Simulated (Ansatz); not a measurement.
Consider the ligand exchange at the Al–N bond: `[NH2][Al]([F])[NH][SiH3]` + HCl → `[NH2][Al]([F])[Cl]` + `N[SiH3]`.

Calculated with Ansatz (gas phase, PBE0-D4/def2-TZVP geometries, no zero-point term in ΔE). CCSD(T)/CBS is the MP2 limit (def2-TZVPP, def2-QZVPP) plus CCSD(T) − MP2 in def2-TZVPP, frozen cores. This one scheme is used for every species. DFT in def2-TZVPP. B3LYP here is the variant with VWN-RPA as its local correlation; programs differ in this. Each species was taken in one conformer, which may not be the lowest.

Problem. Is it downhill or uphill in electronic energy at CCSD(T)/CBS, and by how much? (Best estimate.)

Solution. Ansatz gave: Downhill: ΔE = -59.5 kJ/mol.

Problem. What do these levels give: r2SCAN-D4, PBE0-D4, B3LYP, CCSD(T)/def2-TZVPP, MP2/def2-QZVPP, CCSD/CBS(def2)? (An estimate is asked.)

Solution. Ansatz gave: r2SCAN-D4 -63.6, PBE0-D4 -63.1, B3LYP -65.3, CCSD(T)/def2-TZVPP -56.3, MP2/def2-QZVPP -60.5, CCSD/CBS(def2) -61.0 kJ/mol.

Largest T1 diagnostic among the species: 0.011.

The D4 term adds +5.5 kJ/mol with B3LYP and +3.3 kJ/mol with PBE0; it sums over pairs of atoms, weighted by their polarisabilities, and B3LYP, whose exchange is more repulsive, gets the larger term. In def2-TZVPP, CCSD(T) changes the Hartree–Fock value by +15.7 kJ/mol (the triples alone add +1.5 kJ/mol) and MP2 by +13.1 kJ/mol.
